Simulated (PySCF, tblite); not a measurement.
Isomers of C6H4FN3, one GFN2-xTB conformer each. Single-point energies are computed at PBE0/pcSseg-1 (PySCF, gas phase, no added dispersion term), electronic only.

Problem. Rank them by PBE0/pcSseg-1 energy, lowest first (kJ/mol).
A. `FC1=CN2N=NC=C2C=C1`
B. `Fc1cccc2cnnn12`
C. `c1c(ccc2c1n[nH]n2)F`
D. `FC1=C2NN=NC2=CC=C1`
E. `n12ccccc2c(F)nn1`

Solution. C (0.0), D (10.5), A (55.4), E (56.2), B (59.8).

As drawn, the lowest has an N–H bond, which the highest lacks. Neighbours about 10 kJ/mol apart or less (Fc1ccc2cnnn2c1 and Fc1nnn2ccccc12; Fc1nnn2ccccc12 and Fc1cccc2cnnn12) can change places with a better method, another conformer or zero-point energy. GFN2-xTB itself gives, in the same order: 0.0, 4.1, 6.2, 3.2, 14.3. Both levels put the same isomer lowest; measured from each level's own lowest isomer, the values differ by up to 53.0 kJ/mol (Fc1nnn2ccccc12: 3.2 against 56.2).

Problem. Which frontier levels, dipoles and rotational constants go with these structures?

Solution. 
```
           SMILES  HOMO (eV, PBE0/pcSseg-1)  LUMO (eV)  dipole (D)      A, B, C (MHz)
Fc1ccc2n[nH]nc2c1                     -7.02      -1.73        1.56  3656, 1054, 818.0
Fc1cccc2nn[nH]c12                     -7.24      -1.43        2.77  2255, 1515, 906.3
   Fc1ccc2cnnn2c1                     -6.83      -1.77        4.06  3665, 1083, 835.8
   Fc1nnn2ccccc12                     -6.64      -1.68        5.39  2916, 1287, 893.0
   Fc1cccc2cnnn12                     -6.75      -1.48        5.28  2276, 1616, 945.1
```

Problem. What happens when harmonic zero-point energies from GFN2-xTB frequencies are added?

Solution. 
```csv
SMILES,ZPE (kJ/mol),electronic (kJ/mol),with ZPE (kJ/mol)
Fc1ccc2n[nH]nc2c1,250.0,0.0,0.0
Fc1cccc2nn[nH]c12,248.9,10.5,9.4
Fc1ccc2cnnn2c1,247.8,55.4,53.1
Fc1nnn2ccccc12,248.8,56.2,54.9
Fc1cccc2cnnn12,248.0,59.8,57.8
```

The zero-point energies span 2.2 kJ/mol. The order is unchanged.
